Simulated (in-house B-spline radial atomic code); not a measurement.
Computed with a B-spline radial atomic code. Model: two electrons, singlet ground state, non-relativistic, full CI in B-splines with partial waves to l = 8 (at full coupling up to 3e-4 hartree above the limit, correlation up to 0.6 % small), density held at that of full coupling by Lieb maximisation.

W(λ) is the mean repulsion in the state of coupling λ less the Hartree energy of the fixed density. Its start is exact exchange, its initial slope is twice the second-order Görling-Levy correlation energy, and its area from 0 to 1 is E_xc. A straight curve means weak, dynamic correlation, and a curve that drops fast and flattens means strong correlation.

Command:
```bash
python run_ac.py task.json out
```
Settings (lengths in bohr, energies in hartree):
```
potential              yukawa
strength               4.27
lmax                   8
second                 1.91
```

Time taken, with all properties: 38 s on 1 thread of Intel(R) Xeon(R) Processor @ 2.30GHz, with other jobs on the host.

**W = mean repulsion less Hartree energy, and W of three functionals.**

Given: confinement screened point charge; nuclear charge 4.27; screening of the nucleus 1.91 1/bohr; external potential -Z exp(-k r)/r.

Computed: PBE exchange minus exact 6.985 millihartree; SCAN exchange minus exact -19.313 millihartree.

| coupling | W xc (hartree) | W xc minus exchange (millihartree) | kinetic minus Kohn-Sham (millihartree) | LDA (PW92) W minus its exchange (millihartree) | PBE W minus its exchange (millihartree) | SCAN W minus its exchange (millihartree) |
| --- | --- | --- | --- | --- | --- | --- |
| 0 | -2.0203 | 0 | 0 | 0 | 0 | 0 |
| 0.02 | -2.0223 | -2.004 | 0 | -13.46 | -1.66 | -1.82 |
| 0.05 | -2.0253 | -4.993 | 0.1 | -28.12 | -4.18 | -4.5 |
| 0.12 | -2.0322 | -11.886 | 0.7 | -55.21 | -10.12 | -10.62 |
| 0.25 | -2.0447 | -24.393 | 3 | -94.5 | -21.19 | -21.58 |
| 0.4 | -2.0587 | -38.363 | 7.6 | -131.2 | -33.87 | -33.68 |
| 0.6 | ? | ? | ? | ? | ? | ? |
| 0.8 | -2.0937 | -73.387 | 28.5 | -207.22 | -66.53 | -63.66 |
| 1 | -2.1101 | -89.774 | 43.2 | -238.23 | -82.12 | -77.59 |
| 1.4 | -2.1408 | -120.52 | 80 | -291.66 | -111.75 | -103.65 |
| 2 | ? | ? | ? | ? | ? | ? |
| 3 | -2.2418 | -221.44 | 297.9 | -443.18 | -211.95 | -189.94 |
| 4.5 | -2.3129 | -292.56 | 562.2 | -539.48 | -285.46 | -252.58 |
| 7 | -2.3993 | -378.97 | 1052.4 | -653.15 | -379.3 | -332.18 |
| 10 | -2.4707 | -450.38 | 1652.7 | -748.21 | -462.16 | -401.71 |

**Question.** What belongs in the row 0.6?

**Answer.** W xc (hartree): -2.0766; W xc minus exchange (millihartree): -56.266; kinetic minus Kohn-Sham (millihartree): 16.5; LDA (PW92) W minus its exchange (millihartree): -172.13; PBE W minus its exchange (millihartree): -50.44; SCAN W minus its exchange (millihartree): -49.05.

**Question.** What belongs in the row 2?

**Answer.** W xc (hartree): -2.1824; W xc minus exchange (millihartree): -162.11; kinetic minus Kohn-Sham (millihartree): 150.5; LDA (PW92) W minus its exchange (millihartree): -357.37; PBE W minus its exchange (millihartree): -152.52; SCAN W minus its exchange (millihartree): -138.99.

**Question.** What is the LDA exchange minus exact?

**Answer.** 270.46 millihartree.

**Energy parts, natural occupations and partial-wave weights.**

Computed: total energy -4.1935 hartree; exchange energy -2.0203 hartree; correlation energy -0.046574 hartree; kinetic part of the DFT correlation energy 0.0432 hartree; initial slope twice GL2 -0.10045 hartree; Hartree energy 4.0407 hartree; Kohn-Sham kinetic 11.67 hartree.

```json
{"natural": "s", "occupation of the shell (electrons)": "1.9946"}
{"natural": "s", "occupation of the shell (electrons)": "?"}
{"natural": "p", "occupation of the shell (electrons)": "0.0020696"}
{"natural": "d", "occupation of the shell (electrons)": "0.00010514"}
{"natural": "p", "occupation of the shell (electrons)": "9.6496e-05"}
{"natural": "s", "occupation of the shell (electrons)": "6.9148e-05"}
```

**Question.** What belongs in the row s?

**Answer.** occupation of the shell (electrons): 0.0029969.

```csv
wave,weight
s,0.99884
p,0.0010886
d,?
f,8.8092e-06
g,2.0686e-06
```

**Question.** What belongs in the row d?

**Answer.** weight: 6.0372e-05.

**Question.** What is the kinetic part over minus potential part?

**Answer.** 0.48121.

**Question.** What is the Lieb Oxford ratio E_xc over LDA exchange?

**Answer.** 1.1812.

Half-way to full coupling W has made 53 % of its drop, against 50 % for a straight line, and second-order (GL2) theory, half the initial slope, overshoots the correlation energy by about 8 %: correlation is weak here. Over couplings 0 to 1 the errors in E_xc come to about +174 millihartree for LDA, +12 millihartree for PBE, -13 millihartree for SCAN, so PBE is nearest. In LDA and SCAN the errors of exchange and correlation have opposite signs, so the sum is smaller than the larger of the two.
